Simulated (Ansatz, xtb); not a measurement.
# Relaxing a trial structure of AlF2HN2

The starting geometry of this gas-phase singlet has its atoms placed at random.

```xyz
6

Al    1.3312   -0.5237    0.6439
F     0.3368    0.4852    1.9524
F    -0.6091   -1.4489    0.6531
N    -0.4056    0.6929   -0.1752
N     1.6935    1.0813    0.3796
H     1.7690    0.1155   -1.0524
```

Problem. One run relaxed it with r2SCAN-D4/def2-SVP. What is a likely outcome?

Solution. It ends as `[F][Al-]1([F])[N]=[NH+]1`. Distances that change by over a tenth: Al1–F2 (1.93 → 1.65 Å), Al1–N5 (1.67 → 1.88 Å). Contacts that open: Al1–H6 (1.86 → 2.92 Å). Contacts that close: Al1–F3 (2.15 → 1.65 Å), Al1–N4 (2.27 → 1.91 Å), N4–N5 (2.21 → 1.26 Å), N5–H6 (1.73 → 1.04 Å).

The energy falls by 14.97 eV over 16 steps:

```csv
step,E − E(last) (eV)
1,14.965
3,8.214
4,5.913
6,3.476
8,0.934
9,0.924
11,0.026
13,0.000
14,0.000
16,0.000
```

Final geometry (Å):

```yaml
atoms:
  - { symbol: Al, position_ang: [0.2593, -0.2863, 0.9744] }
  - { symbol: F, position_ang: [0.4227, 0.2764, 2.5210] }
  - { symbol: F, position_ang: [-0.2734, -1.8293, 0.7086] }
  - { symbol: N, position_ang: [0.2214, 0.9657, -0.4653] }
  - { symbol: N, position_ang: [1.3730, 0.4755, -0.3382] }
  - { symbol: H, position_ang: [2.1128, 0.8001, -0.9992] }
```

From the same start GFN2-xTB ends elsewhere, at `[H]/N=[N]/[Al]([F])[F]`.

From so rough a start the end depends on the optimiser's path, so another program may land elsewhere. The end wasn't checked by frequencies. Run with Ansatz 0.2.0, 68 s on 1 thread of Intel(R) Xeon(R) Processor @ 2.50GHz (Skylake/Cascade Lake), on a shared host.
